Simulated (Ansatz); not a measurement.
A nudged elastic band was laid between two geometries of AlH$_{4}$ISi (7 atoms, charge 0, multiplicity 1).

Level of theory: RKS PBE-D4/def2-SVP in Ansatz 0.2.0.

| Item | Value |
| --- | --- |
| movable images | 7 |
| climbing image | yes |
| spring | 5.0 eV/Å² |
| optimiser | quadratic models (default) |
| start path | IDPP |
| force threshold | 0.05 eV/Å |
| iteration limit | 60 |
| end points | relaxed |

Image 0:

```xyz
7
Properties=species:S:1:pos:R:3
Si -0.979 0.412 -0.386
Al 1.228 -0.252 0.456
I 1.682 -2.671 0.878
H -1.905 -0.757 -0.584
H -0.829 1.133 -1.704
H -1.626 1.379 0.577
H 2.429 0.755 0.765
```

Image 8:

```xyz
7
Properties=species:S:1:pos:R:3
Si -1.069 0.283 -0.230
Al 1.193 -0.297 0.525
I 2.893 -0.880 -1.209
H -2.077 -0.674 0.360
H -1.191 0.239 -1.729
H -1.440 1.668 0.241
H 1.691 -0.339 2.041
```

Task: What changes between the two ends?

Result: No bond is made or broken. The dihedral H5–Si1–Al2–I3 goes from -121 to -1°. The two ends are copies of one structure, up to a mirror image or an exchange of like atoms.

Task: What energy profile does the band end with?

Result: The forces met the threshold. The highest image is number 0 of 0 to 8, 0.000 eV above the ends, which have the same energy within 2 meV. The highest image is an end point: on this band no image between the ends rises above it.

| image | path coordinate (Å) | energy (eV) | dihedral H5–Si1–Al2–I3 (°) |
| --- | --- | --- | --- |
| 0 | 0.00 | 0.000 | -121 |
| 1 | 0.45 | 0.000 | -106 |
| 2 | 0.90 | 0.000 | -91 |
| 3 | 1.35 | 0.000 | -76 |
| 4 | 1.80 | 0.000 | -61 |
| 5 | 2.26 | 0.000 | -45 |
| 6 | 2.71 | -0.001 | -30 |
| 7 | 3.16 | -0.001 | -15 |
| 8 | 3.62 | 0.000 | -1 |

The run took 47 s on 1 thread of Intel(R) Xeon(R) Platinum 8488C (Sapphire Rapids), with other jobs on the host, peak memory 0.27 GiB.
